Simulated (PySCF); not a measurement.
# BiF and its ions

UHF-CCSD(T); PySCF, scalar-relativistic core potentials, basis sets Bi def2-SVPD with ECP60, F def2-SVPD. Neutral (UHF): triplet (π ↑↑), Re = 2.077 Å, ωe = 536 cm⁻¹, De = 3.61 eV.

BiF⁺ (UHF): doublet (π ↑), Re = 1.999 Å, ωe = 631 cm⁻¹. The energies at the minima are -313.24924 hartree for BiF and -312.93615 for BiF⁺.

(1) Work out the adiabatic ionisation energy, without and with harmonic zero-point energies (1 hartree = 27.2114 eV, 1 eV = 8065.5 cm⁻¹), and the change of the bond length.

BiF⁻ (UHF): doublet (π ↑), Re = 2.189 Å, ωe = 416 cm⁻¹, De = 0.93 eV to Bi + F⁻. The energies at the minima are -313.24924 hartree for BiF and -313.27209 for BiF⁻.

(2) Work out the adiabatic electron affinity, without and with harmonic zero-point energies (1 hartree = 27.2114 eV, 1 eV = 8065.5 cm⁻¹), and the change of the bond length.

Correlated steps freeze 5 core orbitals. Correlated levels converge slowly with the basis: in double zeta they bind strong bonds too weakly, by up to about 1 eV, and carry superposition errors of some tenths. These are scalar-relativistic numbers at best; spin–orbit coupling would shift them, the dissociation energy most. For an ion De counts to the pair picked by the measured ionisation energies or electron affinities, which need not be the lowest pair at this level. States were picked by a PBE0 search and need not be the measured ground states.

Answers

(1) At UHF-CCSD(T): 0.31309 hartree = 8.520 eV between the minima; the zero-point term (631.0 − 536.0)/2 cm⁻¹ = +0.006 eV makes it 8.526 eV. Re changes by -7.8 pm against the neutral. The electron leaves a π orbital, and the shorter bond of the ion fits an antibonding orbital, or a change in how ionic the bond is.

(2) At UHF-CCSD(T): 0.02285 hartree = 0.622 eV between the minima; the zero-point term (536.0 − 416.0)/2 cm⁻¹ = +0.007 eV makes it 0.629 eV. Re changes by +11.2 pm against the neutral. The electron enters a π orbital, and the longer bond of the ion fits an antibonding orbital, or a change in how ionic the bond is.
